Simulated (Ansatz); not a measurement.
Geometry optimisation, RKS r2SCAN/def2-SVP in Ansatz.

input.yaml

```yaml
crystal:
  periodic: [false, false, false]
  atoms:
    - { symbol: C, position_ang: [-1.0825, 1.01, -0.1549] }
    - { symbol: B, position_ang: [-0.4142, -0.2727, -0.6592] }
    - { symbol: Ge, position_ang: [1.169, -0.9763, 0.3165] }
    - { symbol: Cl, position_ang: [1.7408, 0.3275, 1.9995] }
    - { symbol: H, position_ang: [-0.4099, 1.8922, -0.2108] }
    - { symbol: H, position_ang: [-1.9895, 1.2975, -0.8334] }
    - { symbol: H, position_ang: [-1.52783, -0.10327, -0.34295] }
    - { symbol: H, position_ang: [-0.7769, -0.8303, -1.6126] }
    - { symbol: H, position_ang: [2.4174, -1.0115, -0.5927] }
    - { symbol: H, position_ang: [0.8992, -2.4038, 0.8756] }
basis:
  gaussian: { orbitals: def2-SVP }
hamiltonian:
  xc: r2scan
relax:
  f_tol: 0.02
  max_steps: 50
output:
  orbitals: {}
```

Command:

```bash
$ ansatz run input.yaml --threads 2 --pin off --max-ram 3072MiB --backend cpu --events-out ev --progress --plain --runs-dir out
```

Problem. Where does it end, and by what steps?

Solution. The run converged. After 12 steps the energy has fallen by 3.707 eV; H7 moved furthest, 0.94 Å. Parted: B2–H7.

```csv
step,energy less start (eV),largest force component (eV/Å),accepted
0,0.0000,4.641,yes
1,-1.4148,3.234,yes
2,-2.5192,2.330,yes
3,-3.0763,1.977,yes
4,-3.4411,0.694,yes
5,-3.5662,0.910,yes
6,-3.6378,0.573,yes
7,-3.6848,0.408,yes
8,-3.6881,0.457,yes
9,-3.6928,0.372,yes
10,-3.7049,0.123,yes
11,-3.7065,0.062,yes
12,-3.7067,0.013,yes
```

```xyz
10
Properties=species:S:1:pos:R:3
C -1.166 0.904 -0.364
B -0.377 -0.342 -0.827
Ge 1.268 -1.020 0.215
Cl 1.686 0.385 1.846
H -0.612 1.599 0.285
H -1.712 1.437 -1.158
H -1.953 0.452 0.283
H -0.745 -1.007 -1.772
H 2.563 -1.088 -0.616
H 1.074 -2.389 0.894
```

Whether the end is a true minimum wasn't checked by a vibrational analysis.

Run time: 58 s on 2 threads of Arm Neoverse V1, on a shared host, peak memory 0.17 GiB.
